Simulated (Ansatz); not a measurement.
Ideal-gas functions of BFGeH4Si, SMILES `F[SiH]1[BH][GeH2]1` at 600 K and 1 bar, from an Ansatz frequency run at PBE0-D4/def2-TZVP.

Molar mass 134.54 g/mol, point group Cs (symmetry number 1), electronic degeneracy 1, moments of inertia 24.536, 396.651, 421.186 u Å². Harmonic wavenumbers (cm⁻¹, unscaled): 31, 141, 242, 338, 421, 447, 508, 693, 695, 749, 821, 877, 895, 971, 2141, 2157, 2263, 2703.

Use S(trans) = R[1.5 ln M + 2.5 ln T − 1.1517]; rotational temperatures θ = 24.2544 K / I; S(rot) = R[ln(√π/σ · √(T³/θAθBθC)) + 1.5]; for each mode x = 1.438777 ν̃/T, S = R[x/(eˣ − 1) − ln(1 − e⁻ˣ)] and H = RT x/(eˣ − 1); 1 cm⁻¹ = 0.0119627 kJ/mol; R = 8.31446 J/(mol·K).

Task: By hand: the entropy, in J/(mol·K).

Result: Translation 184.5. Rotation: θ = 0.9885, 0.0611, 0.0576 K, giving 120.5. Vibration, mode by mode: 29.93, 17.37, 12.95, 10.29, 8.58, 8.12, 7.17, 4.99, 4.97, 4.48, 3.91, 3.51, 3.40, 2.94, 0.30, 0.29, 0.24, 0.10, in all 123.5. Electronic 0.0. Sum 428.5 J/(mol·K).

Task: By hand: H − E and G − E in kJ/mol, counted from the electronic energy.

Result: Zero-point energy ½ × 17093 × 0.0119627 = 102.2; thermal vibration 36.0; translation, rotation and pV give 4 RT = 20.0. H − E = 158.2 kJ/mol, and G − E = 158.2 − 600 × 428.5/1000 = -98.9 kJ/mol.

Vibration gives 29 % of the entropy, 47.3 J/(mol·K) of it from the modes under 150 cm⁻¹: soft modes count most, and the harmonic formula is weakest for them.
